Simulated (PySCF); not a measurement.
SiHBr3, optimised at B3LYP/6-31G*:

```xyz
5

Si     0.0192    -0.0029    -0.0370
Br    -0.0107     0.8915    -2.0760
Br    -0.0176    -2.2256    -0.1662
Br     1.8209     0.6779     1.0805
H     -1.1815     0.4452     0.6901
```

Computed with PySCF (xtb for GFN2) and rigid-rotor harmonic-oscillator thermochemistry at 1 bar. 6-31G* has spherical d functions here. All species are closed-shell singlets. B3LYP is the form with VWN-RPA correlation. Br: all electrons, no relativistic terms.

**Question.** List the harmonic frequencies (cm⁻¹, unscaled) at this level and at the other levels, each on its own geometry.

**Answer.** 
- B3LYP/6-31G*: 105, 105, 165, 351, 468, 468, 779, 779, 2319
- GFN2-xTB: 87, 87, 137, 339, 465, 465, 641, 641, 2442
- HF/6-31G*: 116, 116, 181, 381, 505, 505, 856, 856, 2494
- PBE/def2-SVP: 100, 100, 159, 349, 466, 466, 738, 738, 2215
- PBE0/def2-TZVP: 105, 105, 166, 361, 481, 481, 765, 765, 2291
